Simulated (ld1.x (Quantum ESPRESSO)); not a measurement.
# An odd input for ld1.x (Quantum ESPRESSO) 7.5 (Zn (Z = 30))

Command:

```bash
ld1.x < Zn.in > Zn.out
```

Input:

```
&input
   title='Zn', zed=30., rel=2, dft='PBESOL', iswitch=3,
   config='[Ar] 3d9 4s0 4p0', rel_dist='average',
   nld=5, rlderiv=1.40, eminld=-15.0, emaxld=5.0, deld=0.04
 /
 &inputp
   pseudotype=2, tm=.true., lloc=-1,
   nlcc=.true., new_core_ps=.true., rcore=0.15,
   file_pseudopw='Zn.UPF', file_wfcaegen='ae.wfc', file_wfcncgen='nc.wfc', file_beta='beta', file_chi='chi'
 /
3
3S  1  0   2.00   0.00  0.30  0.30  0.0
3P  2  1   6.00   0.00  0.90  0.90  0.0
3D  3  2   9.00   0.00  1.30  1.30  0.0
 &test
   configts(1)='3s2 3p6 3d9 4s0 4p0'
 /
```

This is an input that runs to its end, with one change: rcloc left out although the local part is a smoothed all-electron potential. The unchanged file is no sound one. A Bessel basis up to 400 Ry misses an occupied level by 7.71 Ry, so cutoffs and ghosts were not judged.

How does the run end?

The program refuses the input: "ld1_readin: rcloc must be positive".

```
Program LD1 v.7.5

 %%%%%%%%%%%%%%%%%%%%%%%%%%%%%%%%%%%%%%%%%%%%%%%%%%%%%%%%%%%%%%%%%%%%%%%%%%%%%%
     Error in routine ld1_readin (1):
     rcloc must be positive
 %%%%%%%%%%%%%%%%%%%%%%%%%%%%%%%%%%%%%%%%%%%%%%%%%%%%%%%%%%%%%%%%%%%%%%%%%%%%%%

     stopping ...
```
